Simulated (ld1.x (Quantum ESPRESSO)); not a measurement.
# As: one change to an ultrasoft potential, before and after

ld1.x (Quantum ESPRESSO) 7.5 input, shortened:

```
&input
   title='As', zed=33., rel=1, dft='PBE', iswitch=3,
   config='[Ar] 3d10 4s2 4p2.5'
 /
 &inputp
   pseudotype=3, tm=.true., lloc=-2, rcloc=1.35,
   nlcc=.true., rcore=0.90,
   which_augfun='PSQ', rmatch_augfun=1.45
 /
4
4S  1  0   2.00   0.00  1.55  1.80  0.0
4S  1  0   0.00  -0.70  1.55  1.80  0.0
4P  2  1   2.50   0.00  1.60  2.15  0.0
4P  2  1   0.00   1.40  1.60  2.15  0.0
 &test
   configts(1)='4s2 4p2.5'
 /
```

All-electron outer shells of the reference configuration (PBE, scalar-relativistic, ld1.x):

```tsv
shell	level (eV)	outermost node (bohr)	outermost maximum (bohr)
4s	-18.74	0.73	1.61
4p	-9.09	0.78	1.95
```

Change: all radii but the core radius scaled by about 0.91 (s 1.64, p 1.96 bohr, rcut 1.42/1.46); local potential all-electron potential smoothed inside 1.24 bohr (lloc = -2); augmentation PSQ, radius 1.32 bohr.

Cutoffs: the cutoffs (Ry, on a coarse ladder) from which the occupation-weighted sum of valence levels, in a spherical-Bessel basis at the reference potential, stays within 10 and 1 mRy of its value at 400 Ry; they do not see the model core or the augmentation charge, which bear on the density cutoff. Errors are all-electron minus pseudo energies relative to the spin-unpolarised reference configuration.

Question: How do hardness, ghosts and transferability respond?

Answer: The potential gets harder (10 Ry and 18 Ry → 12 Ry and 21 Ry); the errors of the 7 common tests hardly move; neither file shows a bound ghost. A smaller radius makes the pseudo-wave follow the all-electron one further in, where it bends more sharply, so more plane waves are needed.

| quantity | base | changed |
| --- | --- | --- |
| cutoff, loose | 10 Ry | 12 Ry |
| cutoff, tight | 18 Ry | 21 Ry |
| loose cutoff by channel (10 mRy a level) | s 6 Ry, p 8 Ry | s 10 Ry, p 8 Ry |
| bound ghosts | none | none |
| error for 4s2 4p3, meV [ΔE -3.56 eV] | +0.1 | 0.0 |
| error for 4s2 4p2, meV [ΔE 5.59 eV] | -2.0 | -2.1 |
| error for 4s2 4p1, meV [ΔE 23.51 eV] | -25 | -26 |
| error for 4s2 4p0, meV [ΔE 51.21 eV] | -108 | -118 |
| error for 4s1 4p0, meV [ΔE 101.86 eV] | -415 | -461 |
| error for 4s1 4p3, meV [ΔE 15.70 eV] | -17 | -17 |
| error for 4s1 4p4, meV [ΔE 5.86 eV] | -5.6 | -5.5 |
| lowest overlap eigenvalue by channel | s 0.39, p 0.62 | s 0.41, p 0.61 |
